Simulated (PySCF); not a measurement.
Molecule: `C=C(CO)C(F)(F)F`, C4H5F3O.

Bonds (- single, = double, # triple, : aromatic): C1=C2, C2-C3, C3-O4, C2-C5, C5-F6, C5-F7, C5-F8. C1 carries H9, H10; C3 carries H11, H12; O4 carries H13. H9 is cis to C3; H10 is trans to C3.

Frames of a GFN2-xTB Langevin trajectory at 200 K; GIAO PBE0/pcSseg-1 shieldings in PySCF 2.14.0 with density-fitted response routines, gas phase, non-relativistic; equivalent atoms averaged within each frame.

Chemical shifts δ = σref − σ; ¹³C (σ = 186.93 ppm) and ¹H (σ = 31.72 ppm) vs TMS; H2O for ¹⁷O (σ = 336.08 ppm); ¹⁹F (σ = 170.95 ppm) vs CFCl3, all at this level. The references are static minima.

How do the shifts (ppm) fluctuate along the trajectory?

Answers


```
         time (fs)     C2     C5     C1    C3    O4  F6/F7/F8   H10    H9  H11/H12    H13
               250  149.4  131.0  114.8  66.8  25.7     -85.8  6.05  5.43     4.93   0.82
               425  158.4  131.7  125.6  68.3  33.1     -85.1  6.54  7.03     4.81   1.20
               625  154.0  138.4  122.5  65.9  24.4     -68.0  6.14  7.08     4.26  -0.16
               800  155.1  135.2  124.0  68.3  24.8     -82.7  6.51  6.16     5.00  -0.68
              1000  154.1  128.9  122.1  65.9  41.3     -81.0  6.14  5.70     4.64   2.38
    mean of frames  154.2  133.1  121.8  67.0  29.9     -80.5  6.28  6.28     4.73   0.71
standard deviation    3.2    3.7    4.1   1.2   7.3       7.2  0.23  0.75     0.29   1.20
```

5 frames give an uncertainty of the mean of about the standard deviation over 2.2 at best, since frames this close in time may not be independent; classical motion lacks zero-point vibration, and the reference would need the same averaging.
